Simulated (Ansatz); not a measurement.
These are frozen-core CCSD(T)/cc-pVDZ // PBE-D3(BJ)/def2-SVP in Ansatz (a first-principles code) values and carry that method's errors. The restricted HF reference is unstable towards unrestricted orbitals.

Ansatz 0.2 input:
```yaml
crystal:
  periodic: [false, false, false]
  atoms:
    - { symbol: N, position_ang: [5.097361, -0.443925, -0.598995] }
    - { symbol: C, position_ang: [3.934965, -0.53513, -0.446164] }
    - { symbol: C, position_ang: [2.534563, -0.653862, -0.261278] }
    - { symbol: C, position_ang: [1.599319, 0.367827, -0.230682] }
    - { symbol: C, position_ang: [0.261202, -0.103808, -0.023868] }
    - { symbol: C, position_ang: [-0.950669, 0.646475, 0.064309] }
    - { symbol: Si, position_ang: [-0.964094, 2.529373, -0.092386] }
    - { symbol: C, position_ang: [-2.142821, -0.063385, 0.272865] }
    - { symbol: C, position_ang: [-2.163307, -1.47334, 0.394043] }
    - { symbol: C, position_ang: [-0.986486, -2.22058, 0.309971] }
    - { symbol: C, position_ang: [0.220892, -1.529377, 0.101101] }
    - { symbol: S, position_ang: [1.808828, -2.245084, -0.037226] }
    - { symbol: H, position_ang: [1.880164, 1.422355, -0.35457] }
    - { symbol: H, position_ang: [-0.114386, 3.159834, 0.978622] }
    - { symbol: H, position_ang: [-0.414572, 2.95748, -1.427036] }
    - { symbol: H, position_ang: [-2.382456, 3.005076, 0.044613] }
    - { symbol: H, position_ang: [-3.094589, 0.485726, 0.345535] }
    - { symbol: H, position_ang: [-3.121287, -1.989538, 0.557064] }
    - { symbol: H, position_ang: [-1.002626, -3.316119, 0.404081] }
basis:
  gaussian: { orbitals: cc-pVDZ }
correlation:
  method: ccsd_t
```

Output:

```
Functional definition: HF
2006 factors; integrals over basis functions are off by at most 1.1e-3 eV
mean field evaluation 1: about -29539.1861 eV, gradient 4.5e1 eV
mean field evaluation 2: about -29539.7282 eV, gradient 4.5e1 eV
mean field evaluation 4: about -29546.1495 eV, gradient 8.9e0 eV
mean field evaluation 8: about -29546.4217 eV, gradient 6.7e-1 eV
mean field evaluation 16: about -29546.4251 eV, gradient 2.6e-6 eV
mean field -29546.42511264 eV, -1085.8110956034 hartree, gradient 2.6e-6 eV, S^2 0.000000; 0 other end points of the search recorded, 0 dependent functions left out; unrestricted orbitals would lower it
20 core orbitals not correlated
reference -29546.42511264 eV, -1085.8110956034 hartree; 29, 29 occupied and 162, 162 virtual orbitals, 2006 factors
second order -42.32264420 eV of doubles, -0.00000000 eV of singles
cycle   1  -41.96208741 eV  change    3.6e-1 eV  update   1.9e-1
cycle   2  -43.40298064 eV  change    -1.4e0 eV  update   6.2e-2
cycle   3  -43.74084223 eV  change   -3.4e-1 eV  update   2.9e-2
cycle   4  -43.74361830 eV  change   -2.8e-3 eV  update   9.0e-3
cycle   5  -43.74819737 eV  change   -4.6e-3 eV  update   4.9e-3
cycle   6  -43.75086497 eV  change   -2.7e-3 eV  update   1.5e-3
cycle   7  -43.74992395 eV  change    9.4e-4 eV  update   8.1e-4
cycle   8  -43.74971013 eV  change    2.1e-4 eV  update   3.5e-4
cycle   9  -43.74975654 eV  change   -4.6e-5 eV  update   1.6e-4
cycle  10  -43.74969294 eV  change    6.4e-5 eV  update   6.4e-5
cycle  11  -43.74962353 eV  change    6.9e-5 eV  update   2.6e-5
perturbative correction -2.13333591 eV, -0.0783986487 hartree
Total energy: -29592.30807209 eV, -1087.4972632624 hartree
```

Cost: about 20 core-minutes (a rough figure).
